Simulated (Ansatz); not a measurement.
PBE exchange is replaced step by step with exact exchange (0 % is PBE, 25 % PBE0; no dispersion term), basis def2-SVP, Ansatz. System: SnEt3(NHMe) (C7H19NSn). Charge 0, multiplicity 1. Geometry: r2SCAN-D4/def2-SVP.

Geometry of the singlet:

```tsv
atom	x (Å)	y (Å)	z (Å)
Sn1	-0.0248	-0.0346	-0.0503
C2	1.3594	1.6257	-0.2502
C3	1.8327	2.1296	1.1122
H4	0.8686	2.4263	-0.8298
H5	2.2097	1.2774	-0.8623
H6	2.5670	2.9488	1.0180
H7	0.9944	2.5139	1.7173
H8	2.3062	1.3239	1.6966
C9	-0.7910	-0.7328	-1.9723
C10	0.3235	-1.1543	-2.9262
H11	-1.4059	0.0749	-2.4062
H12	-1.4774	-1.5720	-1.7658
H13	-0.0713	-1.5359	-3.8842
H14	0.9959	-0.3136	-3.1669
H15	0.9484	-1.9535	-2.4927
C16	-1.6176	0.4373	1.3475
C17	-2.4265	1.6681	0.9427
H18	-1.1375	0.5782	2.3307
H19	-2.2677	-0.4495	1.4399
H20	-3.2172	1.9019	1.6768
H21	-1.7916	2.5662	0.8572
H22	-2.9244	1.5317	-0.0321
N23	1.1149	-1.4843	0.8772
C24	0.5302	-2.7714	1.2030
H25	2.0342	-1.5962	0.4515
H26	1.1801	-3.3409	1.8938
H27	-0.4264	-2.6250	1.7348
H28	0.3140	-3.4399	0.3397
```

In the def2 sets Sn takes a core potential; there is no spin–orbit coupling.

| exact exchange (%) | HOMO (eV) | LUMO (eV) | gap (eV) |
| --- | --- | --- | --- |
| 0 | -4.42 | -0.01 | 4.42 |
| 5 | -4.70 | 0.18 | 4.87 |
| 10 | -4.97 | 0.36 | 5.33 |
| 15 | -5.25 | 0.54 | 5.79 |
| 25 | -5.81 | 0.89 | 6.70 |
| 50 | -7.22 | 1.77 | 8.99 |

Task: Fit a straight line to the column «gap (eV)» against the share of exact exchange and predict its value at 35 %.

Result: With x = exact exchange (%) and y = gap (eV): mean x = 17.5, mean y = 6.017; Σ(x − x̄)(y − ȳ) = 149.8, Σ(x − x̄)² = 1638; slope b = 0.09145, intercept a = ȳ − b·x̄ = 4.417. The residuals of the fitted rows reach 0.00. At x = 35 the line gives 4.417 + (0.09145 × 35) = 7.62; the run gave 7.62, the same within rounding.
